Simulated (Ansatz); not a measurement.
CH$_{5}$AlBFO, relaxed with RKS PBE0-D4/def2-TZVP in Ansatz from a PBE-D4/def2-SVP geometry. The force threshold is 0.005 eV/Å; the program also tests the step.

Total charge 0; spin multiplicity 1. The bonds changed during the relaxation, so this is another structure than the one it started from.

Start:

```xyz
10

B     0.531   -0.952   -0.019
C    -0.922   -0.646   -0.025
O    -1.602   -0.023   -0.989
F    -1.727   -0.963    1.007
Al    1.131    1.035    0.294
H     1.131   -0.566   -1.048
H     1.058   -1.714    0.761
H    -2.457    0.293   -0.624
H     0.262    2.268   -0.253
H     2.597    1.268    0.897
```

Question: By how much does the energy fall, and how many steps does the optimiser take? (An estimate is asked.)

Answer: Computed: 0.85 kcal/mol, in 7 steps.

Question: Which bonds change most? (An estimate is asked.)

Answer: The calculation gave: B1–C2 from 1.485 to 1.463 Å; B1–H7 from 1.211 to 1.190 Å; B1–H6 from 1.252 to 1.233 Å; Al5–H10 from 1.603 to 1.585 Å.

Question: Give the relaxed structure. (Estimate.)

Answer: Computed: 
```xyz
10

B     0.531   -0.967   -0.039
C    -0.895   -0.641   -0.024
O    -1.586   -0.027   -0.972
F    -1.685   -0.946    1.011
Al    1.094    1.028    0.282
H     1.120   -0.574   -1.048
H     1.054   -1.686    0.751
H    -2.410    0.324   -0.608
H     0.247    2.251   -0.271
H     2.532    1.236    0.917
```
